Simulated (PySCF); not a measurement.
Bond curve of GeP⁻

Set-up: basis Ge def2-TZVPPD, P def2-TZVPPD; no relativity; PySCF 2.14. Energies in eV from Ge⁻ + P in their ground configurations at the same level. State: ¹Σ⁺ (singlet), closed shell.

```
R (Å)  r²SCAN0  r²SCANh
1.777   -3.247   -3.375
1.859   -4.099   -4.240
1.942   -4.562   -4.719
2.004   -4.719   -4.889
2.066   -4.752   -4.936
2.128   -4.689   -4.887
2.211   -4.492   -4.712
2.314   -4.123   -4.370
2.438   -3.572   -3.855
2.603   -2.762   -3.094
```

Problem. Put a parabola through the three lowest points of the r²SCAN0 curve and estimate Re, k and ωe (reduced mass 21.83 u; 1 eV/Å² = 0.16022 mdyn/Å; ωe = 1302.8·√(k/μ) cm⁻¹).

Solution. Through R = 2.004, 2.066, 2.128 Å the second-order coefficient is 12.5 eV/Å², so Re ≈ 2.056 Å, k ≈ 4.00 mdyn/Å and ωe ≈ 558 cm⁻¹. A polynomial fit of higher order to the unrounded r²SCAN0 energies gives Re = 2.054 Å, k = 4.21 mdyn/Å, ωe = 572 cm⁻¹; anharmonicity and rounding make the difference.

The higher-order fit for each curve: r²SCAN0: Re = 2.054 Å, ωe = 572 cm⁻¹, De = 4.75 eV; r²SCANh: Re = 2.063 Å, ωe = 559 cm⁻¹, De = 4.94 eV.

For an ion De counts to the pair picked by the measured ionisation energies or electron affinities, which need not be the lowest pair at this level.
